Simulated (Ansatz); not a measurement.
Species: CH₄S₄, SMILES `SC(S)(S)S` (charge 0, multiplicity 1).

Problem. Give a relaxed geometry from Ansatz (a first-principles code) with PBE0-D3(BJ)/def2-TZVP.

Solution. This is not unique; one that fits is the end point of this relaxation, one of several conformers (outside a Z-matrix the atoms follow the SMILES, hydrogens last).
Z-matrix (Å, degrees):
```
C
S 1 1.8123
H 2 1.3453 1 96.15
S 1 1.8156 2 106.20 3 173.57
H 4 1.3474 1 96.49 2 -54.77
S 1 1.8206 2 113.53 3 46.47
H 6 1.3427 1 95.44 2 69.70
S 1 1.8240 2 113.93 3 -69.72
H 8 1.3428 1 94.77 2 -37.67
```
